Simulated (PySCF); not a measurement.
## UHF on V (vanadium, neutral)

Configuration: [Ar] 3d3 4s2, high-spin 4F determinant. All numbers are calculated (PySCF 2.14, no relativity, point nucleus, in def2-TZVP (6s4p4d1f, 45 functions)).

```
Total energy                                     : -942.872327 hartree
One-electron energy                              : -1294.3600 hartree
Hartree (Coulomb) energy                         : 395.7145 hartree
Exchange energy                                  : -44.2269 hartree
Kinetic energy                                   : 942.85313 hartree
⟨S²⟩                                             : 3.7618
⟨L²⟩                                             : 12.024
Sum of ⟨r⟩                                       : 21.69 bohr
Sum of ⟨r²⟩                                      : 47.56 bohr²
Density at the nucleus (Gaussians lack the cusp) : 7960 bohr⁻³
Spin density at the nucleus                      : 0.414 bohr⁻³
Langevin diamagnetic susceptibility              : -37.7 ×10⁻⁶ cm³/mol
Time after the integrals                         : 0.17 s of wall time on 1 thread of Neoverse-V2 (shared host)
```

```csv
shell,electrons,mean orbital energy (eV),"rms radius, mean of both spins (bohr)"
1s α,1,-5483.2,0.0776
1s β,1,-5483.1,0.0776
2s α,1,-650.49,0.335
2s β,1,-648.84,0.335
2p α,3,-545.66,0.304
2p β,3,-544.02,0.304
3s α,1,-89.503,1.03
3s β,1,-83.759,1.03
3p α,3,-58.499,1.11
3p β,3,-51.466,1.11
3d α,3,-13.978,1.50
4s α,1,-6.718,3.90
4s β,1,-5.874,3.90
```
